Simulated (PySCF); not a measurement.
Computed with PySCF with B3LYP-D3(BJ)/def2-TZVP // PBE0-D4/def2-TZVP. Isolated molecules, 0 K electronic values unless said otherwise. One relaxed conformer stands for a flexible species; it need not be the lowest. B3LYP has the VWN-RPA correlation part, as in Gaussian. Excitations are Tamm–Dancoff values on a coarser integration grid. The basis has no diffuse functions, so Rydberg states are missing or too high.

Reference species (SMILES): `C=C=NC` (neutral, multiplicity 1).

* **HOMO**: -6.40 eV
* **S1–T1 gap (TDA)**: 0.46 eV
* **S1 oscillator strength**: 0.001

After one change: the HOMO drops by 0.73 eV; the S1–T1 gap (TDA) goes up by 0.66 eV; the S1 oscillator strength is nearly the same.

Task: Name the change that produced these shifts. The new species is one of these.
A) `C=CN=C` (C–C–N–C torsion 180°)
B) `C=C=CN`
C) `NC1=CC1`
D) `N=C1CC1`

Result: A, `C=CN=C` (C–C–N–C torsion 180°)
